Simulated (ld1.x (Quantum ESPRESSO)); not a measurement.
**Building the ultrasoft potential for Ta (Z = 73) (Wu–Cohen, scalar-relativistic).**

- Element: tantalum
- Generator: ld1.x (Quantum ESPRESSO) 7.5
- Type: ultrasoft
- Functional: Wu–Cohen
- Relativity: scalar-relativistic
- Frozen core: [Xe] 4f14
- Valence charge: 5
- Reference configuration: 5d3 6s2 6p0
- Partial waves: 6s (bound): rcut 1.95, rcutus 2.70 bohr; 6s channel at 2.85 Ry: rcut 1.95, rcutus 2.70 bohr; 6p (bound, empty): rcut 3.70, rcutus 4.00 bohr; 6p channel at 3.6 Ry: rcut 3.70, rcutus 4.00 bohr; 5d (bound): rcut 1.60, rcutus 1.80 bohr; 5d channel at 0.6 Ry: rcut 1.60, rcutus 1.80 bohr
- Local potential: all-electron potential smoothed inside 3.85 bohr (lloc = -2)
- Core correction: a·sin(br)/r model core inside 1.70 bohr
- Augmentation charge: built from norm-conserving waves at rcut, not smoothed further

All-electron outer shells of the reference configuration (Wu–Cohen, scalar-relativistic, ld1.x):

| shell | level (eV) | outermost node (bohr) | outermost maximum (bohr) |
| --- | --- | --- | --- |
| 5p | -39.39 | 0.58 | 1.13 |
| 4f | -24.70 | – | 0.44 |
| 6s | -5.48 | 1.32 | 2.78 |
| 5d | -3.62 | 0.65 | 1.58 |
| 6p | -1.35 | 1.59 | 3.85 |

What the tests gave:

```json
{"Cutoffs needed": "30 Ry and 35 Ry (the cutoffs (Ry, on a coarse ladder) from which the occupation-weighted sum of valence levels, in a spherical-Bessel basis at the reference potential, stays within 10 and 1 mRy of its value at 400 Ry)", "Ghost test": "ghost state, extra bound levels that the all-electron valence spectrum of the same l lacks: p at -14.4 eV; a true bound ghost makes a file unfit for plane-wave use (spherical-Bessel basis up to 400 Ry, 20 bohr box)", "Configuration tests": "test run stopped at test 5 of 7 (negative rho)", "Lowest eigenvalue of the overlap operator": "0.06 (p channel)"}
```

Generation and tests took about 1.3 s on one core of a shared server CPU.
